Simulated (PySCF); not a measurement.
These compounds are isomers of formula C₁₀H₁₀.

A. 1-methyl-1H-indene
B. SMILES C=CC1=C[C@@H]2[C@@H]3C=C[C@H]1[C@H]23
C. SMILES CCC#Cc1ccccc1

Spectrum 1. 13C{1H} NMR (computed): δ 138.5 (CH), 133.6 (CH), 132.5 (CH), 128.9 (C), 101.8 (C), 88.2 (C), 16.9 (CH3), 16.5 (CH2).

Spectrum 2. 13C{1H} NMR (computed): δ 155.6 (C), 149.8 (CH), 149.7 (C), 138.3 (CH), 132.0 (CH), 130.1 (CH), 127.9 (CH), 126.5 (CH), 49.5 (CH), 18.6 (CH3).

Spectrum 3. 13C{1H} NMR (computed): δ 155.6 (C), 147.0 (CH), 141.1 (CH), 128.6 (CH), 127.1 (CH), 117.3 (CH2), 55.1 (CH), 53.9 (CH), 45.4 (CH), 44.1 (CH).

Theoretical values (PySCF): GFN2-xTB structure, NMR shieldings at PBE0/pcSseg-1/GIAO. Non-relativistic Hamiltonian, gas phase, single conformer, averaged over atoms made equivalent by symmetry, fast rotation or ring inversion.

References, each an isolated molecule treated in the same way: 13C against TMS. Shifts are as computed. Against solution values, carbons near 30 ppm lie about +3 ppm off and those near 130 ppm about +5 ppm. Of 1211 compounds with measured shifts, 218 miss one by over three times the rms of a fit or turn the order of signals round; such compounds aren't used in these exercises.

Which spectrum belongs to which compound?

Answers

1–C, 2–A, 3–B.

- Spectrum 1 (C): 8 13C signals; δC 138.5 is an aromatic CH; δC 133.6 is an aromatic CH.
- Spectrum 2 (A): 10 13C signals; δC 149.8 is an alkene CH; δC 138.3 is an alkene CH.
- Spectrum 3 (B): 10 13C signals; δC 155.6 is a fully substituted alkene carbon; δC 147.0 is an alkene CH.
